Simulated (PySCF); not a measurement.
# Basis-set dependence of population analyses: `C=C(F)CC(=C)F`

Species: C₅H₆F₂.
Structure used (PBE0-D3(BJ)/def2-SVP), in Å, numbered top down from 1:
```
atom  x, y, z in Å
C1     2.2982    0.6571    0.1147
C2     1.2029   -0.0647    0.3253
F3     1.0205   -0.6954    1.4898
C4     0.0676   -0.2970   -0.6196
C5    -1.2383    0.2030   -0.0904
C6    -2.3319   -0.5054    0.1692
F7    -1.2228    1.5243    0.1146
H8     3.0635    0.7428    0.8875
H9     2.4372    1.1755   -0.8335
H10    0.2913    0.2088   -1.5717
H11   -0.0218   -1.3760   -0.8199
H12   -2.3353   -1.5833    0.0101
H13   -3.2316   -0.0190    0.5488
```

PBE0 throughout (PySCF), one geometry, spherical d and f functions. Isolated species at its PBE0-D3(BJ)/def2-SVP geometry (one conformer only). Atoms taken as equivalent share a column and are averaged.

Mulliken charges (e):

| basis | functions | C1/C6 | C2/C5 | F3/F7 | C4 | H8/H13 | H9/H12 | H10/H11 |
| --- | --- | --- | --- | --- | --- | --- | --- | --- |
| STO-3G | 41 | -0.214 | +0.106 | -0.073 | -0.182 | +0.087 | +0.084 | +0.103 |
| 6-31G | 75 | -0.409 | +0.409 | -0.323 | -0.493 | +0.183 | +0.175 | +0.210 |
| pcSseg-0 | 75 | -0.416 | +0.299 | -0.353 | -0.559 | +0.240 | +0.228 | +0.282 |
| 6-31G* | 110 | -0.499 | +0.498 | -0.318 | -0.535 | +0.191 | +0.184 | +0.211 |
| cc-pVDZ | 128 | -0.064 | +0.071 | -0.170 | -0.027 | +0.055 | +0.053 | +0.067 |
| def2-SVP | 128 | -0.125 | +0.137 | -0.209 | +0.017 | +0.066 | +0.057 | +0.066 |
| aug-cc-pVDZ | 215 | +0.453 | +0.901 | -0.595 | +0.338 | -0.403 | -0.385 | -0.140 |
| 6-311+G(2d,p) | 225 | -0.311 | +0.411 | -0.276 | -0.501 | +0.137 | +0.125 | +0.165 |
| def2-TZVP | 253 | -0.335 | +0.219 | -0.183 | -0.232 | +0.142 | +0.139 | +0.134 |
| cc-pVTZ | 294 | -0.335 | +0.232 | -0.161 | -0.217 | +0.131 | +0.127 | +0.115 |
| IGLO-III | 305 | -0.300 | +0.344 | -0.238 | -0.317 | +0.126 | +0.095 | +0.131 |

IAO charges (e):

```json
{"basis": "STO-3G", "functions": "41", "C1/C6": "-0.332", "C2/C5": "+0.139", "F3/F7": "-0.087", "C4": "-0.306", "H8/H13": "+0.141", "H9/H12": "+0.137", "H10/H11": "+0.155"}
{"basis": "6-31G", "functions": "75", "C1/C6": "-0.376", "C2/C5": "+0.276", "F3/F7": "-0.256", "C4": "-0.317", "H8/H13": "+0.173", "H9/H12": "+0.167", "H10/H11": "+0.173"}
{"basis": "pcSseg-0", "functions": "75", "C1/C6": "-0.367", "C2/C5": "+0.267", "F3/F7": "-0.242", "C4": "-0.323", "H8/H13": "+0.168", "H9/H12": "+0.161", "H10/H11": "+0.173"}
{"basis": "6-31G*", "functions": "110", "C1/C6": "-0.377", "C2/C5": "+0.305", "F3/F7": "-0.262", "C4": "-0.305", "H8/H13": "+0.165", "H9/H12": "+0.159", "H10/H11": "+0.164"}
{"basis": "cc-pVDZ", "functions": "128", "C1/C6": "-0.384", "C2/C5": "+0.307", "F3/F7": "-0.262", "C4": "-0.308", "H8/H13": "+0.166", "H9/H12": "+0.161", "H10/H11": "+0.166"}
{"basis": "def2-SVP", "functions": "128", "C1/C6": "-0.373", "C2/C5": "+0.305", "F3/F7": "-0.263", "C4": "-0.303", "H8/H13": "+0.163", "H9/H12": "+0.157", "H10/H11": "+0.163"}
{"basis": "aug-cc-pVDZ", "functions": "215", "C1/C6": "-0.390", "C2/C5": "+0.311", "F3/F7": "-0.276", "C4": "-0.308", "H8/H13": "+0.171", "H9/H12": "+0.167", "H10/H11": "+0.170"}
{"basis": "6-311+G(2d,p)", "functions": "225", "C1/C6": "-0.388", "C2/C5": "+0.310", "F3/F7": "-0.277", "C4": "-0.309", "H8/H13": "+0.172", "H9/H12": "+0.167", "H10/H11": "+0.171"}
{"basis": "def2-TZVP", "functions": "253", "C1/C6": "-0.391", "C2/C5": "+0.315", "F3/F7": "-0.276", "C4": "-0.311", "H8/H13": "+0.171", "H9/H12": "+0.166", "H10/H11": "+0.170"}
{"basis": "cc-pVTZ", "functions": "294", "C1/C6": "-0.392", "C2/C5": "+0.315", "F3/F7": "-0.274", "C4": "-0.312", "H8/H13": "+0.171", "H9/H12": "+0.166", "H10/H11": "+0.170"}
{"basis": "IGLO-III", "functions": "305", "C1/C6": "-0.391", "C2/C5": "+0.312", "F3/F7": "-0.277", "C4": "-0.311", "H8/H13": "+0.172", "H9/H12": "+0.168", "H10/H11": "+0.171"}
```

Hirshfeld charges (e):

```
        basis  functions   C1/C6   C2/C5   F3/F7      C4  H8/H13  H9/H12  H10/H11
       STO-3G         41  -0.114  +0.066  -0.032  -0.015  +0.030  +0.029   +0.029
        6-31G         75  -0.129  +0.088  -0.094  -0.062  +0.056  +0.055   +0.055
     pcSseg-0         75  -0.129  +0.092  -0.086  -0.067  +0.053  +0.052   +0.052
       6-31G*        110  -0.134  +0.087  -0.082  -0.062  +0.053  +0.052   +0.055
      cc-pVDZ        128  -0.136  +0.085  -0.069  -0.076  +0.051  +0.051   +0.056
     def2-SVP        128  -0.136  +0.091  -0.077  -0.079  +0.052  +0.052   +0.057
  aug-cc-pVDZ        215  -0.136  +0.084  -0.081  -0.090  +0.058  +0.057   +0.063
6-311+G(2d,p)        225  -0.131  +0.082  -0.084  -0.085  +0.057  +0.056   +0.063
    def2-TZVP        253  -0.135  +0.085  -0.081  -0.085  +0.056  +0.056   +0.062
      cc-pVTZ        294  -0.137  +0.087  -0.078  -0.085  +0.055  +0.055   +0.061
     IGLO-III        305  -0.135  +0.085  -0.081  -0.089  +0.057  +0.056   +0.063
```

ESP-fitted charges (e):

| basis | functions | C1/C6 | C2/C5 | F3/F7 | C4 | H8/H13 | H9/H12 | H10/H11 |
| --- | --- | --- | --- | --- | --- | --- | --- | --- |
| STO-3G | 41 | -0.531 | +0.413 | -0.104 | -0.511 | +0.160 | +0.165 | +0.151 |
| 6-31G | 75 | -0.728 | +0.579 | -0.244 | -0.613 | +0.256 | +0.250 | +0.193 |
| pcSseg-0 | 75 | -0.809 | +0.654 | -0.254 | -0.723 | +0.277 | +0.279 | +0.216 |
| 6-31G* | 110 | -0.687 | +0.435 | -0.159 | -0.492 | +0.242 | +0.243 | +0.173 |
| cc-pVDZ | 128 | -0.673 | +0.437 | -0.167 | -0.476 | +0.237 | +0.237 | +0.168 |
| def2-SVP | 128 | -0.678 | +0.464 | -0.184 | -0.493 | +0.238 | +0.238 | +0.169 |
| aug-cc-pVDZ | 215 | -0.740 | +0.536 | -0.203 | -0.629 | +0.261 | +0.257 | +0.203 |
| 6-311+G(2d,p) | 225 | -0.752 | +0.529 | -0.201 | -0.619 | +0.267 | +0.264 | +0.203 |
| def2-TZVP | 253 | -0.743 | +0.513 | -0.191 | -0.598 | +0.262 | +0.260 | +0.198 |
| cc-pVTZ | 294 | -0.716 | +0.480 | -0.180 | -0.555 | +0.253 | +0.252 | +0.188 |
| IGLO-III | 305 | -0.728 | +0.504 | -0.194 | -0.580 | +0.259 | +0.255 | +0.194 |

Problem. Which scheme is steadiest as the basis changes?

Solution. Largest range over the bases for any column: Hirshfeld 0.07 e, IAO 0.19 e, ESP-fitted 0.28 e, Mulliken 0.95 e. Hirshfeld charges move least and Mulliken charges most, counted in e. Without the minimal STO-3G basis the ranges are Hirshfeld 0.03, IAO 0.05, ESP-fitted 0.25, Mulliken 0.95 e.

Problem. How much do the charges still move between the two largest bases, cc-pVTZ and IGLO-III?

Solution. At most, over all atoms: Mulliken 0.112 e, IAO 0.003 e, Hirshfeld 0.005 e, ESP-fitted 0.024 e.

Problem. What do the same runs give for the total energy, the frontier levels and the dipole moment?

Solution. 
| basis | energy (Eh) | HOMO (eV) | LUMO (eV) | μ (D) |
| --- | --- | --- | --- | --- |
| STO-3G | -388.1335 | -4.71 | 3.47 | 0.90 |
| 6-31G | -393.2549 | -7.38 | 0.27 | 2.03 |
| pcSseg-0 | -392.4561 | -7.65 | 0.00 | 2.03 |
| 6-31G* | -393.3406 | -7.21 | 0.41 | 1.63 |
| cc-pVDZ | -393.3737 | -7.37 | 0.17 | 1.67 |
| def2-SVP | -393.0593 | -7.46 | 0.08 | 1.74 |
| aug-cc-pVDZ | -393.4028 | -7.55 | -0.38 | 1.79 |
| 6-311+G(2d,p) | -393.4751 | -7.57 | -0.33 | 1.82 |
| def2-TZVP | -393.5118 | -7.54 | -0.13 | 1.76 |
| cc-pVTZ | -393.4955 | -7.50 | -0.05 | 1.72 |
| IGLO-III | -393.5191 | -7.55 | -0.24 | 1.79 |

The dipole is fixed by the density alone, so its range of 1.13 D shows that the density itself changes with the basis, not only its division among atoms.
